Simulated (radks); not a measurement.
Values are calculated unless marked as measured or tabulated.
Spherical jellium clusters: N electrons in a uniform positive sphere of charge N and radius rs N^(1/3), rs = 3.97 bohr. Level of theory: non-relativistic Kohn-Sham, exchange-only LDA, spin-polarised, spherical densities (a radial shooting solver with Libxc functionals). Levels are named by radial order and angular momentum (1s, 1p, 1d, 2s, ...), and open shells are averaged over m.

N = 25, configuration 1s2 1p6 1d10 2s2 1f(up 5, down 0). This is the lowest configuration that the search found. Occupied and some empty levels:

level    occupation  eigenvalue (eV)  <r> (bohr)
1s up             1          -4.5810       7.530
1s down           1          -4.3802       6.565
1p up             3          -3.9628       8.645
1p down           3          -3.5643       8.069
1d up             5          -3.1308       9.460
1d down           5          -2.6083       9.144
2s up             1          -2.5508       7.548
2s down           1          -2.3251       7.879
1f up             5          -2.1319       10.20
1f down           0          -1.5402       10.10
2p up             0          -1.4281       9.520
2p down           0          -1.1694       9.600
1g up             0          -1.0128       11.02
2d up             0         -0.45889       12.51
1g down           0         -0.40345       11.22
2d down           0         -0.18529       13.49

Energy (eV): total -26.3142, kinetic 43.924, external -1731.1, Hartree 853.49, exchange-correlation -71.698, background 879.05.
